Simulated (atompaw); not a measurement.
# Reading a pseudo-wave (Sn (Z = 50))

Columns: radius, all-electron u(r) and pseudo u(r) of the 5s shell (level -10.99 eV) of tin in the configuration [Kr] 4d10 5s1.5 5p2.5; PBE, scalar-relativistic, PAW (atompaw) scheme, atompaw 4.2.0.5.

```json
{"r (bohr)": "0.098", "all-electron": "-0.1411", "pseudo": "0.0667"}
{"r (bohr)": "0.196", "all-electron": "0.1654", "pseudo": "0.1329"}
{"r (bohr)": "0.294", "all-electron": "0.2004", "pseudo": "0.1978"}
{"r (bohr)": "0.392", "all-electron": "-0.0066", "pseudo": "0.2609"}
{"r (bohr)": "0.490", "all-electron": "-0.2219", "pseudo": "0.3216"}
{"r (bohr)": "0.588", "all-electron": "-0.3391", "pseudo": "0.3795"}
{"r (bohr)": "0.687", "all-electron": "-0.3466", "pseudo": "0.4347"}
{"r (bohr)": "0.785", "all-electron": "-0.2712", "pseudo": "0.4855"}
{"r (bohr)": "0.883", "all-electron": "-0.1477", "pseudo": "0.5324"}
{"r (bohr)": "0.981", "all-electron": "-0.0040", "pseudo": "0.5749"}
{"r (bohr)": "1.079", "all-electron": "0.1408", "pseudo": "0.6129"}
{"r (bohr)": "1.177", "all-electron": "0.2751", "pseudo": "0.6463"}
{"r (bohr)": "1.275", "all-electron": "0.3928", "pseudo": "0.6750"}
{"r (bohr)": "1.373", "all-electron": "0.4915", "pseudo": "0.6989"}
{"r (bohr)": "1.471", "all-electron": "0.5711", "pseudo": "0.7181"}
{"r (bohr)": "1.569", "all-electron": "0.6327", "pseudo": "0.7326"}
{"r (bohr)": "1.667", "all-electron": "0.6779", "pseudo": "0.7426"}
{"r (bohr)": "1.765", "all-electron": "0.7088", "pseudo": "0.7482"}
{"r (bohr)": "1.863", "all-electron": "0.7274", "pseudo": "0.7495"}
{"r (bohr)": "1.962", "all-electron": "0.7357", "pseudo": "0.7466"}
{"r (bohr)": "2.060", "all-electron": "0.7353", "pseudo": "0.7398"}
{"r (bohr)": "2.158", "all-electron": "0.7278", "pseudo": "0.7292"}
{"r (bohr)": "2.256", "all-electron": "0.7147", "pseudo": "0.7149"}
{"r (bohr)": "2.354", "all-electron": "0.6970", "pseudo": "0.6970"}
{"r (bohr)": "2.452", "all-electron": "0.6758", "pseudo": "0.6758"}
{"r (bohr)": "2.550", "all-electron": "0.6520", "pseudo": "0.6520"}
```

Task: How many radial nodes do the two functions have?

Result: The all-electron 5s function has n − l − 1 = 4 (the table is too coarse to show those close to the nucleus); the pseudo-wave has 0, since the states of the same l below it are removed with the core.

Task: At about which radius was the pseudo-wave matched?

Result: 2.35 bohr, where the columns begin to agree (steps of 0.10 bohr).

Task: Is the pseudo-wave norm-conserving?

Result: No, it belongs to a PAW set: the norm inside the radius is not constrained, and the difference is carried by the augmentation charge.
